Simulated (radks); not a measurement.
Task: The mean radii <r> (bohr) of the occupied orbitals of an atom or ion are listed with their occupations. All-electron calculation, scalar-relativistic Kohn-Sham, SCAN, spin-unpolarised, spherical densities, finite nucleus; meta-GGA in the generalised Kohn-Sham scheme; Fermi nuclear charge, rms radius of each element as measured or else 0.836 A^(1/3) + 0.57 fm. Program: a radial shooting solver on a logarithmic mesh with Libxc functionals.

orbital  occ.      <r>
1s          2  0.03344
2s          2   0.1456
2p          6   0.1270
3s          2   0.4015
3p          6   0.4022
3d         10   0.3838
4s          2    1.006
4p          6    1.096
4d          4    1.365

Name the element and its charge.

Result: Z = 44, ruthenium, charge +4: Ru4+ in [Kr] 4d4. The 1s radius gives Z: for a bare nucleus <r> = (2 gamma + 1)/(2Z) with gamma = sqrt(1 - (Z/c)^2), 0.03289 bohr for Z = 44, and screening makes it slightly larger (0.03344 here). The occupations add up to 40, and the charge is Z minus that.
